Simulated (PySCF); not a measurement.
C3H7FOSi, SMILES C/C(=C\F)[SiH2]O.

Geometry optimised at PBE0-D3(BJ)/def2-SVP. The structure was generated by enumeration; whether it is a known compound was not checked. One conformer was computed; it need not be the lowest.

Calculation: B3LYP/def2-TZVP (PySCF).

The molecule is in vacuum.

```yaml
total_energy: -583.27379 hartree
highest_occupied_level: -7.15 eV
lowest_empty_level: -0.27 eV
orbital_gap: 6.88 eV
dipole_moment: 1.35 D
quadrupole, principal values (traceless, Buckingham form, about the centre of nuclear charge): -8.67, -0.52, 9.19 D·Å
mean_static_polarisability: 65.4 bohr³ (9.69 Å³)
polarisability_principal_values: 52.2, 67.7, 76.3 bohr³
```
